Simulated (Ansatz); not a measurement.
Sn4H8. Total charge 0; triplet. Geometry PBE-D4/def2-SVP; atoms count from 1.

Cartesian coordinates in Å:
```
Sn 1.701 -1.422 0.494
Sn -1.257 1.916 -0.594
Sn -0.588 -0.035 1.341
Sn -0.809 0.429 -2.969
H -2.887 2.506 -0.480
H 1.253 -2.836 -0.388
H -0.230 -1.205 -2.616
H -1.941 -1.105 1.508
H 2.662 -1.891 1.856
H -0.216 3.305 -0.504
H -0.337 0.737 2.878
H 2.648 -0.400 -0.526
```

In the def2 sets Sn takes a core potential; there is no spin–orbit coupling. At PBE0-D4/def2-TZVP a singlet of charge 0 lies 1.28 eV below the triplet, each at its own geometry. The structure comes from a short search, and lower isomers may exist.

(1) Estimate the Mulliken populations from the PBE0/def2-TZVP orbitals of Ansatz.

(2) Where does the spin sit?

(3) And the Mayer bond orders between heavy atoms (over 0.3)?

Results:

(1) 
```json
{"atom": "Sn1", "charge (e)": "0.13", "spin (α − β)": "0.00"}
{"atom": "Sn2", "charge (e)": "0.11", "spin (α − β)": "0.21"}
{"atom": "Sn3", "charge (e)": "0.09", "spin (α − β)": "0.06"}
{"atom": "Sn4", "charge (e)": "-0.05", "spin (α − β)": "1.62"}
{"atom": "H5", "charge (e)": "-0.03", "spin (α − β)": "0.01"}
{"atom": "H6", "charge (e)": "-0.03", "spin (α − β)": "0.00"}
{"atom": "H7", "charge (e)": "-0.04", "spin (α − β)": "0.05"}
{"atom": "H8", "charge (e)": "-0.03", "spin (α − β)": "0.00"}
{"atom": "H9", "charge (e)": "-0.04", "spin (α − β)": "0.00"}
{"atom": "H10", "charge (e)": "-0.03", "spin (α − β)": "0.01"}
{"atom": "H11", "charge (e)": "-0.03", "spin (α − β)": "0.03"}
{"atom": "H12", "charge (e)": "-0.03", "spin (α − β)": "0.00"}
```
Mulliken values depend strongly on the basis.

(2) Summed by element: Sn 1.89, H 0.11, of 2 unpaired in all. Largest on single atoms: Sn4 1.62, Sn2 0.21, Sn3 0.06.

(3) Sn1–Sn3 0.87 (2.81 Å); Sn2–Sn3 0.84 (2.83 Å); Sn2–Sn4 0.90 (2.84 Å).
